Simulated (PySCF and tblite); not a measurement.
Results of a calculation; reference values are marked as such.
C₆H₁₀Ge, numbered as in [GeH3:1][C:2]1=[CH:3][CH2:4][CH2:5][CH:6]=[CH:7]1.

The ensemble was built from 45 distance-geometry starts (ETKDG and KDG, UFF, GFN2-xTB) and rests on GFN2-xTB geometries. Weights use PBE0-D3(BJ)/pcSseg-1 energies plus GFN2-xTB zero-point and thermal terms (modes under about 100 cm⁻¹ blended into free rotors). Symmetry numbers and mirror images are counted. Conformers within 2.5 kcal/mol (GFN2-xTB free energy) were kept, 6 at most. GIAO shieldings: PBE0/pcSseg-1. Shifts are against TMS (¹H), TMS (¹³C) at the same level. Codes: tblite and PySCF.

Question: What shifts does this protocol give at 298.15 K under fast conformational exchange?

Answer: ¹H: 6.43 (H3, 1H), 6.27 (H7, 1H), 6.09 (H6, 1H), 3.79 (H1, 3H), 2.24 (H4, 2H), 2.22 (H5, 2H) ppm. ¹³C: 145.2 (C3), 135.7 (C2), 134.2 (C7), 132.7 (C6), 26.8 (C4), 25.2 (C5) ppm.

Spin–orbit effects of the heavy atoms on shieldings are missing. Shifts are unscaled: against experiment ¹³C can be off by 15 ppm or more and ¹H by 0.8 ppm.
